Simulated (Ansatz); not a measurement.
Frontier orbitals of CH4Cl3NSi (`CN[Si](Cl)(Cl)Cl`).

Cartesian coordinates in Å:
```
C -0.212 -0.967 1.069
N 0.324 -0.532 -0.206
Si 0.136 1.004 -0.862
Cl -1.805 1.520 -1.240
Cl 1.165 1.050 -2.613
Cl 0.842 2.416 0.423
H 0.473 -1.666 1.554
H -1.193 -1.445 0.973
H -0.322 -0.108 1.733
H 0.593 -1.272 -0.833
```

The species carries charge 0 and has multiplicity 1. The geometry is a stationary point of PBE0-D4/def2-TZVP. It is one conformer, not always the lowest. Basis def2-TZVPP, the Gaussian-basis code of Ansatz.

```json
{"functional": "r2SCAN0", "HOMO (eV)": "-7.85", "LUMO (eV)": "0.57"}
```

**Question.** Give HOMO and LUMO (eV) with LDA (SPW92), PBE, revPBE, BLYP, r2SCAN, B97M-V, PBE0, B3LYP, r2SCANh, HSE06 (plane-wave form), BHLYP, CAM-B3LYP, LC-ωPBE, ωB97X-V, ωB97M-V, HF. (An estimate is asked.)

**Answer.** Ansatz gave: 
| functional | HOMO | LUMO |
| --- | --- | --- |
| LDA (SPW92) | -6.37 | -0.98 |
| PBE | -6.22 | -0.72 |
| revPBE | -6.17 | -0.60 |
| BLYP | -6.09 | -0.61 |
| r2SCAN | -6.52 | -0.30 |
| B97M-V | -6.62 | -0.26 |
| PBE0 | -7.64 | 0.31 |
| B3LYP | -7.39 | 0.03 |
| r2SCANh | -7.05 | 0.05 |
| HSE06 (plane-wave form) | -7.24 | -0.07 |
| BHLYP | -8.97 | 1.29 |
| CAM-B3LYP | -9.05 | 1.36 |
| LC-ωPBE | -10.46 | 2.68 |
| ωB97X-V | -10.08 | 2.50 |
| ωB97M-V | -9.96 | 2.13 |
| HF | -11.09 | 3.46 |

B3LYP here is the variant with VWN-RPA as its local correlation; programs differ in this. LC-ωPBE has ω = 0.4 bohr⁻¹. Positive LUMOs are unbound and depend on the basis.
